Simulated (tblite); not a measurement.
Run record: tight-binding relaxation, `[Ga@@H-]1(/[CH]=N/[H])[O]C=CC=[O+]1`.

Computed with GFN2-xTB geometry optimisation, gas phase (tblite 0.8.0). Start geometry: from a force field or distance geometry. The input is one job of a driver script: a line of settings, then coordinates in Å.

Command:
```bash
OMP_NUM_THREADS=1 python probes_run.py task.json out
```

Input:
```
{"job": {"kind": "relax", "xc": "GFN2-xTB", "basis": "xTB"}, "charge": 0, "multiplicity": 1}
N      2.390900    -0.022400     1.060000
C      2.286400    -0.494300    -0.133900
Ga     0.552200    -0.536500    -1.033000
O     -0.161400     1.166500    -1.092200
C     -1.256400     1.496500    -0.277100
C     -1.934100     0.618400     0.475200
C     -1.642800    -0.834200     0.577700
O     -0.673800    -1.421000     0.010400
H      3.294700     0.000600     1.549000
H      3.165600    -0.887800    -0.626000
H      0.642100    -1.174200    -2.511800
H     -1.585100     2.527000    -0.286200
H     -2.772500     0.993500     1.062900
H     -2.306700    -1.432700     1.187900
```

Task: Estimate the output.

Result: 
```
step      E/eV     max force
  0    -648.14376    4.525
  1    -648.68752    2.123
  2    -648.78936    1.800
  3    -648.85054    0.742
  4    -648.87985    0.421
  5    -648.89793    0.435
  6    -648.93526    0.413
  7    -648.96381    0.404
  8    -648.97863    0.381
  9    -648.99132    0.276
... (60 lines left out)
 70    -649.06602    0.016
 71    -649.06605    0.014
 72    -649.06608    0.017
 73    -649.06611    0.013
 74    -649.06613    0.011
 75    -649.06615    0.010
 76    -649.06617    0.014
 77    -649.06620    0.017
 78    -649.06622    0.013
 79    -649.06623    0.006
```

«max force» is the largest atomic force in eV/Å.

Summary of the converged run: energy lowered by 21.3 kcal/mol over 79 steps; largest atomic force 0.006 eV/Å at the end.

Task: Where do the atoms end?

Result: 0.323 Å rms from the input after alignment:
```
atom  x, y, z in Å
N1     1.9268    0.0084    0.9290
C2     2.3176   -0.5116   -0.1545
Ga3    0.6459   -0.6490   -1.3107
O4    -0.2396    1.0819   -1.1547
C5    -1.0932    1.4220   -0.2861
C6    -1.7543    0.5787    0.5953
C7    -1.5259   -0.7898    0.5946
O8    -0.7259   -1.4181   -0.1564
H9     2.6343    0.1620    1.6547
H10    3.3658   -0.7940   -0.3307
H11    0.3720   -1.1703   -2.7404
H12   -1.3444    2.4921   -0.2551
H13   -2.4722    0.9928    1.2824
H14   -2.1077   -1.4056    1.2955
```

Task: Estimate the wall time. Hardware: one thread of an Intel Xeon at 2.50 GHz, no GPU, on a shared host.

Result: About 1.8 s.
Labels such as C1 count atoms from 1, the log's own numbers from 0.
